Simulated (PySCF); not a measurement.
## Static response to an electric field

(HZn-mu-Br)2 (singlet state).
Structure used (PBE0-D3(BJ)/def2-SVP), in Å, numbered top down from 1:
```
atom  x, y, z in Å
Zn1    1.3602   -0.2662    0.9886
H2     2.5863   -0.5056    1.8993
Br3    0.9873    1.0566   -1.0506
Zn4   -1.3390    0.2357   -1.0121
H5    -2.5648    0.4686   -1.9235
Br6   -0.9668   -1.0851    1.0290
```

Level: B3LYP/def2-SVPD (PySCF), static field, nuclei fixed, core orbitals frozen in the response. The polarisability tensor in these axes (au):

```
x   107.85   5.11  11.77
y     5.11  80.97 -15.64
z    11.77 -15.64  95.73
```

Q: Give the principal values, the mean and the anisotropy Δα = √{½[(α1 − α2)² + (α2 − α3)² + (α1 − α3)²]}.

A: Principal values 68.12, 100.83 and 115.60 au; mean 94.85 au = 14.06 Å³ = 15.64 × 10⁻⁴⁰ C²·m²/J; Δα = 42.08 au (44 % of the mean).

Q: What is the dipole moment?

A: 0.01 D; point group D2h allows none, and the residue is numerical.

Q: Along which axes do the principal values lie, and how far do the nuclei extend along each?

A: Largest value along (0.80, -0.15, 0.59), where the nuclei span 6.49 Å; middle along (0.54, 0.60, -0.59), 3.57 Å; least along (-0.27, 0.79, 0.56), 0.01 Å. The response follows the extents in order.

Q: What depolarisation ratio follows for Rayleigh scattering of linearly polarised light, taking the static tensor?

A: ρ = 3Δα²/(45ᾱ² + 4Δα²) = 5313.1/(404850 + 7084.1) = 0.0129.

Q: Find the Langevin capture rate constant for NO+ (29.998 u) meeting this molecule (287.711 u), k = 2.342 × 10⁻⁹ cm³/s × √(α in Å³ / reduced mass in u).

A: The reduced mass is 27.17 u, so k = 1.68 × 10⁻⁹ cm³/s.

Q: In TDDFT the mean static polarisability is Σ f/ω² over all singlet excitations (ω in hartree). How much of it do the 15 lowest give? Their energies (eV) and oscillator strengths: 6.17, 0.0344; 6.30, 0.0000; 6.47, 0.2372; 6.58, 0.0000; 6.58, 0.0003; 6.58, 0.0000; 6.63, 0.0000; 6.66, 0.0732; 6.69, 0.0019; 6.72, 0.0000; 6.73, 0.0000; 6.78, 0.0000; 7.03, 0.0662; 7.06, 0.0426; 7.07, 0.0000.

A: They add up to 7.76 au, 8.2 % of the 94.85 au; the largest single term is 4.20 au, from the state at 6.47 eV. Terms in order: 0.67, 0.00, 4.20, 0.00, 0.01, 0.00, 0.00, 1.22, 0.03, 0.00, 0.00, 0.00, 0.99, 0.63, 0.00 au. Higher excitations give the rest. The strengths listed sum to 0.456.

Geometry: PBE0-D3(BJ)/def2-SVP; no solvent, vibrations or thermal averaging. The calculation is non-relativistic, for bromine too.
